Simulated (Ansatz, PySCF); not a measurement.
Species: C₃H₅O, net charge 0, doublet state. It need not be the lowest isomer of its formula. SMILES: C=C[CH]O
Coordinates optimised at B3LYP-D3(BJ)/def2-TZVP (Ansatz, an electronic-structure program):
```xyz
9

C      1.7807    -0.1390    -0.6135
C      0.6338    -0.2487     0.1444
C     -0.5990     0.2673    -0.1952
O     -1.7224     0.1528     0.5601
H      1.7803     0.3819    -1.5620
H      2.7122    -0.5709    -0.2804
H      0.6974    -0.7851     1.0904
H     -0.7789     0.8168    -1.1085
H     -1.5254    -0.3421     1.3655
```
Charge 0, spin multiplicity 2.

Wanted: atomisation energy (electronic, to ground-state atoms), in kcal/mol. Cores are frozen in the correlated levels unless marked. UHF or UKS for open shells. Spin-orbit coupling is left out. No relativistic terms. The coupled-cluster limit lacks core correlation, which all-electron functionals hold. CBS marks a two-point X^-3 extrapolation of the correlation energy; Hartree-Fock from the larger set. [CCSD(T)-MP2]/basis is that difference in the basis named.

```csv
level,program,atomisation energy (kcal/mol)
HF/STO-3G,Ansatz,726.8
HF/aug-cc-pVTZ,Ansatz,636.2
HF/cc-pVQZ,Ansatz,637.2
PBE-D3(BJ)/def2-TZVPD,Ansatz + dftd3,899.5
PBE0/6-31G*,Ansatz,872.2
BHLYP-D3(BJ)/def2-TZVPD,Ansatz + dftd3,843.1
TPSSh-D3(BJ)/def2-TZVPD,PySCF + dftd3,873.5
TPSSh/def2-TZVPD,PySCF,869.9
r2SCAN0/def2-TZVPD,Ansatz,861.2
LC-wPBE-D4/def2-TZVPD,Ansatz + dftd4,874.2
wB97M-V/def2-TZVPD,Ansatz,870.7
B2GP-PLYP-D4/def2-TZVPD,Ansatz + dftd4,857.6
B2PLYP-D3(BJ)/def2-TZVPD,Ansatz + dftd3,862.6
RPA@PBE/cc-pVTZ,Ansatz,805.6
MP2/STO-3G,Ansatz,811.5
MP2/6-31G*,Ansatz,798.5
SCS-MP2/cc-pVDZ,Ansatz,800.2
SCS-MP2/cc-pVTZ,Ansatz,847.4
CCSD(T)/cc-pVTZ,Ansatz,845.3
"RI-MP2/CBS(cc-pVTZ,cc-pVQZ)+[CCSD(T)-MP2]/cc-pVDZ",Ansatz,868.3
"RI-MP2/CBS(aug-cc-pVTZ,aug-cc-pVQZ)+[CCSD(T)-MP2]/aug-cc-pVTZ",Ansatz,867.6
```

The UHF reference is spin-contaminated (<S^2> 0.19 over the pure value in the largest basis).
